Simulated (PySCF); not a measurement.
Correlation energy of Cd⁺ (cadmium, charge +1)

[Kr] 4d9 5s1 5p1, one real determinant (an excited configuration). All numbers are calculated (PySCF 2.14, the spin-free X2C one-electron Hamiltonian (Gaussian nucleus), in x2c-QZVPPall with one added diffuse shell each of s, p, d, f, g type (14s9p8d5f3g, 143 functions)). Frozen: [Kr]; 11 electrons correlated.

MP2 pair energies summed by pair of shells (mhartree):

| pair | energy | share (%) |
| --- | --- | --- |
| 4d-4d | -291.20 | 83.6 |
| 4d-5s | -35.53 | 10.2 |
| 4d-5p | -19.70 | 5.7 |
| 5s-5p | -2.04 | 0.6 |

Total MP2 correlation energy: -348.47 mhartree.

Same-spin part -134.01 and opposite-spin part -214.46 mhartree; SCS-MP2 scales them by 1/3 and 6/5 to -302.02 mhartree.

The reference is one real determinant that mixes LS terms of this configuration.
